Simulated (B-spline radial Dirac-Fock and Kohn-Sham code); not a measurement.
These are calculated numbers from a B-spline atomic structure program; the model is independent-particle radiative and Coulomb Auger rates from relativistic LDA hole-state orbitals, with Dirac-Fock energies.

Question: A single inner-shell vacancy in a neutral atom gives this computed emission spectrum. Which element, which hole, and which lines?

```
energy (eV)  relative intensity
      449.5                18.6
      523.6               100.0
      526.8                 2.0
```

Answer: Vanadium (Z = 23), hole in L2 (2p1/2). In order of rising energy the lines are Lη (L2-M1), Lβ1 (L2-M4), Lγ5 (L2-N1).
